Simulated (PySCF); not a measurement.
# Correlation energy of P⁺ (phosphorus, charge +1)

[Ne] 3s1 3p3, high-spin 5S determinant (an excited configuration). Calculation: PySCF 2.14, in aug-cc-pwCVTZ; the non-relativistic Hamiltonian (point nucleus). Frozen: [Ne]; 4 electrons correlated.

MP2 pair energies summed by pair of shells (mhartree):

| pair | energy | share (%) |
| --- | --- | --- |
| 3p-3p | -19.96 | 84.4 |
| 3s-3p | -3.70 | 15.6 |

Total MP2 correlation energy: -23.66 mhartree.

Same-spin part -23.66 and opposite-spin part 0.00 mhartree; SCS-MP2 scales them by 1/3 and 6/5 to -7.89 mhartree.
